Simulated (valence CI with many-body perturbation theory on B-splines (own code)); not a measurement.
# Which ion has this spectrum?

A relativistic CI+MBPT calculation for an atom or ion with 32 electrons gives these levels (cm⁻¹):

```tsv
J	Parity	E	g
0	even	0.0	
1	even	563	1.50
2	even	1421	1.49
2	even	7107	1.01
0	even	16306	
0	odd	37387	
1	odd	37637	1.44
2	odd	39044	1.50
1	odd	39937	1.07
2	odd	41664	2.00
1	even	45865	0.80
1	even	46646	0.97
2	even	46723	1.18
0	even	47383
```

The energies are calculated, with errors of about 130 cm⁻¹, more in some levels.

Task: Which is it?
A. Br3+
B. Ge
C. Se2+
D. As+

Result: B. Ge, ground level 4s²4p² ³P_0.
